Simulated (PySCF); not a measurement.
C2, SMILES [C]=[C] (connectivity only; charge and spin as stated), neutral, multiplicity 1. Coordinates come from a PBE0-D3(BJ)/def2-TZVPD optimisation.

TDA-ωB97X/def2-TZVPD in PySCF 2.14.0 puts the lowest singlet excitations at 3.90, 6.77, 7.10, 7.10, 9.63, 9.63 eV and the lowest triplet (TDA) at 5.54 eV.

Task: What are the lowest singlet roots from EOM-CCSD/aug-cc-pVDZ (PySCF)? (An estimate is asked for; the answer gives what the named calculation found.)

Result: 1.42, 1.42, 4.36, 4.36, 4.52, 5.76 eV; triplets 0.00, 0.00, 0.25 eV. S1 differs by -2.49 eV (second minus first; roots are paired by order, and the bases may differ).
